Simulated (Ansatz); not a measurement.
Basis sets compared for the cluster GaP₂⁻. The state is a singlet with charge -1. Geometry r2SCAN-D4/def2-TZVPD. Ansatz on 4 threads of Intel Xeon on a shared host; times are rough, and most runs start from earlier orbitals.

```xyz
3

Ga   -0.6404   -1.0121    0.8697
P    -0.4198    1.1743   -0.2020
P     1.0602   -0.1622   -0.6676
```

At PBE-D4/def2-SVPD, PBE-D4/def2-TZVPD the highest occupied level of the charge -1 singlet lies above zero (up to 0.71 eV). By energy differences its removal costs 2.00 eV (vertical, to the charge 0 doublet, at CCSD(T)/def2-TZVPPD). The structure comes from a short search, and lower isomers may exist.

```
            level  functions  energy (Eh)  HOMO (eV)  LUMO (eV)  wall time
 PBE-D4/def2-SVPD         86   -2606.5696       0.71       1.49     0.45 s
PBE0-D4/def2-SVPD         86   -2606.6564      -0.16       2.26     0.75 s
```

Task: Estimate the rows for PBE-D4/def2-TZVPD (with forces), PBE0-D4/def2-TZVPD.

Result: 
```
                          level  functions  energy (Eh)  HOMO (eV)  LUMO (eV)  wall time
PBE-D4/def2-TZVPD (with forces)        140   -2607.0492       0.61       1.37     0.95 s
             PBE0-D4/def2-TZVPD        140   -2607.1332      -0.24       2.14      1.2 s
```
